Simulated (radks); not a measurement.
Question: Radial electron density D(r) = 4 pi r^2 rho(r) of an atom or ion with 25 electrons. All-electron calculation, Dirac Kohn-Sham, PBE, spin-unpolarised, spherical densities, finite nucleus; Fermi nuclear charge, rms radius of each element as measured or else 0.836 A^(1/3) + 0.57 fm. Program: a radial shooting solver on a logarithmic mesh with Libxc functionals.

```
   r/bohr * D(r) (the largest magnitude, 78.4, reaches the edge; | marks zero)
 0.001429 | *
 0.001585 | *
 0.001773 |  *
 0.001983 |  *
 0.002218 |   *
 0.002481 |    *
 0.002775 |     *
 0.003104 |      *
 0.003444 |       *
 0.003852 |         *
 0.004309 |          *
 0.004819 |            *
  0.00539 |               *
 0.006029 |                 *
 0.006744 |                    *
 0.007483 |                      *
  0.00837 |                         *
 0.009362 |                             *
  0.01047 |                                *
  0.01171 |                                   *
   0.0131 |                                      *
  0.01465 |                                        *
  0.01626 |                                          *
  0.01819 |                                           *
  0.02034 |                                            *
  0.02275 |                                            *
  0.02545 |                                           *
  0.02846 |                                         *
  0.03184 |                                        *
  0.03533 |                                      *
  0.03951 |                                      *
   0.0442 |                                      *
  0.04943 |                                       *
  0.05529 |                                         *
  0.06185 |                                             *
  0.06917 |                                                 *
  0.07676 |                                                    *
  0.08585 |                                                      *
  0.09603 |                                                      *
   0.1074 |                                                    *
   0.1201 |                                               *
   0.1344 |                                          *
   0.1503 |                                     *
   0.1668 |                                 *
   0.1865 |                                *
   0.2086 |                                 *
   0.2334 |                                   *
    0.261 |                                     *
    0.292 |                                     *
   0.3266 |                                  *
   0.3624 |                            *
   0.4053 |                     *
   0.4533 |              *
   0.5071 |        *
   0.5672 |    *
   0.6344 | *
   0.7096 |*
   0.7873 *
   0.8806 *
    0.985 *
    1.102 *
```

What is the nuclear charge?

Answer: Z = 49. The innermost maximum, from 1s, lies near gamma/Z bohr with gamma = sqrt(1 - (Z/c)^2) = 0.934, here 0.0191 bohr (found: 0.0210), and its height grows with Z. The density is that of the indium ion In24+ in [Ar] 3d7; the configuration itself is not fixed sharply by these data, and Z only to a few units. D(r) has 3 maxima, at r = 0.0210, 0.0908, 0.274 bohr, and minima at 0.0415, 0.187 bohr, inside which lie 2.04, 11.21 electrons.
